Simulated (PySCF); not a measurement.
PySCF input for C2H5Se2, SMILES [CH2][Se][Se]C, multiplicity 2, r2SCAN-D4/def2-SVP. Coordinates come from a r2SCAN-D4/def2-SVP optimisation. The isomer is the one that the SMILES or the coordinates give; other isomers of the formula were not compared. Other conformers were not sampled.

```python
import numpy as np
from pyscf import gto, scf, dft, df
from pyscf.hessian import thermo

mol = gto.M(
    atom='''
    C     2.14668477   -0.06748172    0.80533972
    Se    0.99201004   -0.35055688   -0.61466264
    Se   -1.00013075    0.63836700    0.16105172
    C    -1.89260050   -0.95757455    0.86478912
    H     3.20488486    0.08963023    0.58051383
    H     1.77379163   -0.02048755    1.83060601
    H    -2.88422719   -0.62345284    1.20605334
    H    -2.01122860   -1.70814460    0.07274268
    H    -1.33162219   -1.37275207    1.71208242
    ''',
    basis='def2-SVP',
    charge=0,
    spin=1,
    max_memory=1600,
    verbose=3,
)
mf = dft.UKS(mol, xc='r2scan').density_fit(auxbasis='def2-universal-jkfit')
mf.disp = 'd4'
mf.grids.level = 4
mf.conv_tol = 1e-11
mf.max_cycle = 100
mf.kernel()
fine, coarse = mf.grids, dft.Grids(mol).set(level=1).build(with_non0tab=True)
for _ in range(3):  # follow internal instabilities
    mf.grids = coarse
    mo, _, stable, _ = mf.stability(return_status=True, nroots=4)
    mf.grids = fine
    if stable:
        break
    mf.kernel(mf.make_rdm1(mo, mf.mo_occ))

# [left out here: the lines that compute and print the analytic Hessian (its translational invariance restored by hand, since the grid's response is missing), thermochemistry and intensities]
```

Output:

```

WARN: HOMO -0.192672366529836 >= LUMO -0.192672366529838

converged SCF energy = -4881.57787966678  <S^2> = 0.76146268  2S+1 = 2.01143
<class 'pyscf.df.df_jk.DFUKS'> wavefunction is stable in the internal stability analysis

WARN: MGGA Hessian is sensitive to dft grids. grids.level 4 may not be dense enough.


WARN: DFTD4 does not support analytical Hessian, using finite difference.


WARN: Mole.unit (angstrom) is changed to Bohr

Mode                                 0                   1                   2
Irrep
Freq [cm^-1]                       65.6531            131.5298            163.4696
Reduced mass [au]                   3.4273              1.0572              2.9892
Force const [Dyne/A]                0.0087              0.0108              0.0471
Char temp [K]                      94.4603            189.2421            235.1964
Normal mode                   x     y     z       x     y     z       x     y     z
       0   C                 0.06  0.14 -0.08   -0.04  0.03  0.03   -0.05  0.03  0.02
       1  Se                -0.00 -0.03  0.01    0.00 -0.00 -0.00   -0.03 -0.02  0.01
       2  Se                 0.01  0.01  0.03    0.01 -0.00 -0.00    0.01  0.03  0.00
       3   C                -0.08 -0.01 -0.12    0.01 -0.00  0.00    0.16 -0.08 -0.07
       4   H                 0.03  0.22 -0.15   -0.03 -0.00  0.07   -0.02 -0.14  0.04
       5   H                 0.11  0.18 -0.06   -0.09  0.07  0.01   -0.10  0.21 -0.01
       6   H                -0.08  0.02 -0.12    0.23  0.11  0.53    0.10 -0.24 -0.08
       7   H                -0.11  0.06 -0.19   -0.49  0.19 -0.11    0.29 -0.06 -0.10
       8   H                -0.13 -0.11 -0.14    0.31 -0.29 -0.34    0.20 -0.04 -0.07
Mode                                 3                   4                   5
Irrep
Freq [cm^-1]                      182.9468            219.7842            286.7765
Reduced mass [au]                   3.4582              1.6341              2.8332
Force const [Dyne/A]                0.0682              0.0465              0.1373
Char temp [K]                     263.2197            316.2206            412.6075
Normal mode                   x     y     z       x     y     z       x     y     z
       0   C                 0.14 -0.09 -0.07   -0.06  0.02  0.02   -0.00 -0.00 -0.01
       1  Se                 0.01 -0.00  0.04    0.03 -0.03 -0.02   -0.06  0.02  0.03
       2  Se                -0.04  0.02 -0.02   -0.03  0.03  0.02    0.05 -0.02 -0.02
       3   C                 0.05 -0.03 -0.02    0.03 -0.01  0.00    0.02  0.00 -0.01
       4   H                 0.10  0.01 -0.20   -0.13  0.60  0.10   -0.07  0.41 -0.06
       5   H                 0.29 -0.20 -0.01   -0.08 -0.44  0.04    0.09 -0.39  0.04
       6   H                 0.08 -0.08  0.12    0.01 -0.07  0.00    0.03  0.02  0.00
       7   H                -0.02  0.01 -0.05    0.07 -0.01 -0.00    0.00 -0.00 -0.00
       8   H                 0.16 -0.07 -0.11    0.05  0.01  0.00    0.02 -0.00 -0.01
Mode                                 6                   7                   8
Irrep
Freq [cm^-1]                      375.7932            584.3350            679.3053
Reduced mass [au]                   1.2777              4.9784              5.2014
Force const [Dyne/A]                0.1063              1.0015              1.4142
Char temp [K]                     540.6827            840.7279            977.3691
Normal mode                   x     y     z       x     y     z       x     y     z
       0   C                -0.03  0.13 -0.01   -0.00 -0.00 -0.00   -0.16 -0.04 -0.18
       1  Se                 0.00 -0.01  0.00   -0.00  0.00  0.00    0.03  0.01  0.03
       2  Se                -0.00  0.00  0.00   -0.02 -0.04  0.02    0.00 -0.00 -0.00
       3   C                 0.00  0.00 -0.00    0.12  0.19 -0.09   -0.00 -0.00  0.00
       4   H                 0.07 -0.56 -0.00   -0.00 -0.00 -0.00   -0.18 -0.05 -0.22
       5   H                 0.14 -0.64  0.09    0.00  0.00 -0.00   -0.12  0.01 -0.17
       6   H                 0.00  0.00 -0.00    0.13  0.23 -0.10    0.00  0.02 -0.00
       7   H                -0.00  0.00 -0.00    0.06  0.16 -0.05   -0.01 -0.01  0.01
       8   H                -0.00 -0.00  0.00    0.05  0.16 -0.06   -0.01 -0.01  0.01
Mode                                 9                  10                  11
Irrep
Freq [cm^-1]                      843.7919            898.4418            906.7233
Reduced mass [au]                   1.1978              1.2165              1.1573
Force const [Dyne/A]                0.5025              0.5785              0.5606
Char temp [K]                    1214.0287           1292.6577           1304.5729
Normal mode                   x     y     z       x     y     z       x     y     z
       0   C                -0.08 -0.01  0.08   -0.00 -0.00  0.01   -0.00 -0.00  0.00
       1  Se                 0.01 -0.00 -0.01   -0.00 -0.00 -0.00    0.00 -0.00 -0.00
       2  Se                 0.00 -0.00  0.00   -0.00  0.01  0.00   -0.00 -0.00 -0.01
       3   C                -0.01  0.01  0.00    0.08 -0.09 -0.03    0.05  0.01  0.09
       4   H                -0.22  0.01 -0.58   -0.02  0.01 -0.04   -0.01  0.01 -0.02
       5   H                 0.56  0.14  0.31    0.06  0.01  0.03    0.02  0.00  0.01
       6   H                -0.02 -0.06  0.02    0.24  0.58 -0.19   -0.05  0.05 -0.23
       7   H                 0.03  0.00 -0.00   -0.38 -0.25  0.18    0.10  0.46 -0.34
       8   H                 0.04  0.03 -0.02   -0.28 -0.07  0.22   -0.34 -0.58  0.07
Mode                                12                  13                  14
Irrep
Freq [cm^-1]                     1277.9103           1339.2939           1425.3124
Reduced mass [au]                   1.1575              1.1168              1.0536
Force const [Dyne/A]                1.1137              1.1802              1.2611
Char temp [K]                    1838.6284           1926.9457           2050.7072
Normal mode                   x     y     z       x     y     z       x     y     z
       0   C                 0.00  0.00  0.00   -0.06 -0.01 -0.07   -0.00  0.00 -0.00
       1  Se                -0.00  0.00 -0.00   -0.00  0.00 -0.00    0.00 -0.00 -0.00
       2  Se                 0.00  0.00 -0.00    0.00 -0.00  0.00   -0.00 -0.00 -0.00
       3   C                 0.06  0.08 -0.04    0.00  0.00  0.00   -0.02 -0.01 -0.06
       4   H                -0.00 -0.00 -0.02    0.10  0.05  0.66    0.00  0.00  0.01
       5   H                -0.02 -0.00 -0.01    0.62  0.13  0.18    0.01  0.01  0.00
       6   H                -0.11 -0.53  0.14   -0.01 -0.03 -0.01    0.27  0.14  0.65
       7   H                -0.29 -0.29  0.33   -0.02 -0.01  0.01    0.46 -0.02 -0.10
       8   H                -0.38 -0.34  0.07   -0.01 -0.01 -0.00   -0.40 -0.00  0.22
Mode                                15                  16                  17
Irrep
Freq [cm^-1]                     1441.2453           3048.4056           3144.8674
Reduced mass [au]                   1.0550              1.0294              1.0455
Force const [Dyne/A]                1.2912              5.6363              6.0924
Char temp [K]                    2073.6310           4385.9769           4524.7640
Normal mode                   x     y     z       x     y     z       x     y     z
       0   C                -0.00 -0.00 -0.00   -0.00 -0.00  0.00   -0.04 -0.01 -0.04
       1  Se                -0.00 -0.00  0.00    0.00 -0.00 -0.00    0.00  0.00  0.00
       2  Se                -0.00  0.00  0.00   -0.00  0.00 -0.00    0.00 -0.00  0.00
       3   C                -0.04  0.04  0.01   -0.03 -0.03  0.02   -0.00  0.00 -0.00
       4   H                 0.00  0.00  0.00    0.00  0.00 -0.00    0.69  0.10 -0.16
       5   H                 0.00 -0.00  0.00    0.00  0.00  0.00   -0.24  0.03  0.62
       6   H                 0.02  0.30 -0.10    0.57 -0.20 -0.19    0.00 -0.00 -0.00
       7   H                 0.42 -0.37  0.31    0.05  0.35  0.39    0.00  0.00  0.00
       8   H                 0.17 -0.51 -0.38   -0.29  0.19 -0.41    0.00 -0.00  0.00
Mode                                18                  19                  20
Irrep
Freq [cm^-1]                     3170.0302           3189.5583           3295.5823
Reduced mass [au]                   1.1057              1.1107              1.1244
Force const [Dyne/A]                6.5464              6.6572              7.1954
Char temp [K]                    4560.9676           4589.0643           4741.6092
Normal mode                   x     y     z       x     y     z       x     y     z
       0   C                 0.00  0.00  0.00    0.00  0.00  0.00    0.07  0.00 -0.07
       1  Se                 0.00  0.00 -0.00   -0.00  0.00  0.00    0.00  0.00  0.00
       2  Se                -0.00 -0.00  0.00    0.00  0.00  0.00   -0.00 -0.00 -0.00
       3   C                -0.07  0.05  0.01   -0.03 -0.02 -0.08   -0.00  0.00  0.00
       4   H                -0.00 -0.00  0.00   -0.00 -0.00  0.00   -0.61 -0.09  0.13
       5   H                 0.00  0.00 -0.00    0.00 -0.00 -0.00   -0.24  0.03  0.65
       6   H                 0.65 -0.22 -0.22   -0.03  0.01 -0.00    0.00 -0.00  0.00
       7   H                -0.05 -0.27 -0.30    0.06  0.47  0.50    0.00 -0.00 -0.00
       8   H                 0.24 -0.16  0.37    0.34 -0.24  0.49   -0.00  0.00 -0.00
temperature 298.1500 [K]
pressure 101325.00 [Pa]
Rotational constants [GHz] 5.72213 1.44534 1.41929
Symmetry number 1
Zero-point energy (ZPE) 0.06076 [Eh]   159526.548 [J/mol]
                           tot       elec      trans        rot        vib
Entropy [J/mol/K]       370.419      5.763    173.987    115.924     74.746
Cv [J/mol/K]             94.654      0.000     12.472     12.472     69.711
Cp [J/mol/K]            102.968      0.000     20.786     12.472     69.711
Internal energy [J/mol]                      3718.434   3718.434 171304.846
Internal energy [Eh]   -4881.50980  -4881.57788
Enthalpy [J/mol]                             6197.391   3718.434 171304.846
Enthalpy [Eh]          -4881.50886
Gibbs free energy [J/mol]                  -45676.790 -30844.177 149019.394
Gibbs free energy [Eh] -4881.55092
mode   freq/cm-1   IR/(km/mol)
   1       65.65         0.727
   2      131.53         0.085
   3      163.47         0.562
   4      182.95         1.849
   5      219.78         5.489
   6      286.78         1.455
   7      375.79        65.516
   8      584.33         2.543
   9      679.31         2.890
  10      843.79         4.709
  11      898.44         9.355
  12      906.72         4.017
  13     1277.91         6.525
  14     1339.29         1.748
  15     1425.31        10.587
  16     1441.25        12.085
  17     3048.41        12.846
  18     3144.87         1.129
  19     3170.03         1.218
  20     3189.56         1.171
  21     3295.58         0.645
max |gradient| / (hartree/bohr): 6.266357035482461e-05
APT charges: [-0.1471  0.0617 -0.0496 -0.0153  0.0571  0.0603  0.0181  0.011  -0.0008]
```

The run converged.
